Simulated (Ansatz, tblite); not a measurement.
Removing an electron: MgBr2. Charge 0, multiplicity 1. Geometry: r2SCAN-D4/def2-TZVP. Ansatz, gas phase; energy differences of separate SCF runs; the oxidised species was run as a doublet alone.

Cartesian coordinates in Å:
```
Mg -0.009 0.008 -0.009
Br -1.519 0.182 1.747
Br 1.528 -0.190 -1.738
```

The xTB rows come from tblite. Correlated methods freeze 19 core orbitals; core or outer-core shells of Mg, Br are correlated, in sets that lack core-valence functions. HOMO above LUMO, or a gap near zero within one spin, warns that the state may not be the lowest or that an electron is smeared out.

| level | −HOMO (eV) | vertical IE (eV) | −LUMO (eV) | HOMO–LUMO gap (eV) | remarks |
| --- | --- | --- | --- | --- | --- |
| GFN1-xTB | 11.27 | 15.55 | 7.62 | 3.66 | – |
| GFN2-xTB | 11.53 | 14.66 | 8.31 | 3.22 | – |
| HF/def2-TZVPP | – | 10.03 | – | – | – |
| PBE-D4/def2-TZVP | 7.21 | 10.02 | 2.58 | 4.63 | gap within one spin near zero (+1 doublet) |
| r2SCAN-D4/def2-TZVP | 7.54 | 10.27 | 2.13 | 5.41 | gap within one spin near zero (+1 doublet) |
| PBE0-D4/def2-TZVP | 8.47 | 10.45 | 1.87 | 6.60 | – |
| MP2/def2-TZVPP | – | 11.05 | – | – | – |
| CCSD/def2-TZVPP | – | 10.90 | – | – | – |
| CCSD(T)/def2-TZVPP | – | 10.94 | – | – | – |

  Raw xTB energy differences between charge states are shifted by several eV; the methods need an empirical correction for them.
